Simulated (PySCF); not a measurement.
**Computed properties of GaH2I, SMILES [GaH2][I]**

GaH2I, SMILES [GaH2][I]. Coordinates come from a B3LYP-D3(BJ)/def2-TZVP optimisation. The def2 effective core potentials stand for the cores of I; spin–orbit coupling is left out. One conformer was computed; it need not be the lowest. All values are computed for the isolated molecule unless a solvent is named; none is compared with measurement here.

**Structure.** The optimised structure has C2v symmetry. All 6 harmonic modes at B3LYP-D3(BJ)/def2-TZVP (PySCF) are real, so it is a minimum.

**Vibrations.** The strongest infrared lines (harmonic, unscaled, degenerate partners summed) lie at 720 cm⁻¹ (254 km/mol, H 99 %), 2003 cm⁻¹ (186 km/mol, H 98 %), 1984 cm⁻¹ (92 km/mol, H 100 %). The softest mode is at 241 cm⁻¹ and the zero-point energy is 8.6 kcal/mol.

**Electronic structure.** HF/def2-TZVPD (PySCF) places the frontier levels at -9.95 and 0.60 eV, a gap of 10.55 eV, and gives a dipole moment of 1.98 D and a mean polarisability of 63.4 bohr³.

**Excitations.** TDDFT-ωB97X/def2-SVPD (PySCF) has S1 at 4.56 eV (272 nm, f = 0.000, dark); the most intense of the 10 singlets computed lies at 7.70 eV (f = 0.62). T1 (TDA) is at 4.43 eV. No vertical singlet excitation falls in the visible range (under 3.1 eV).
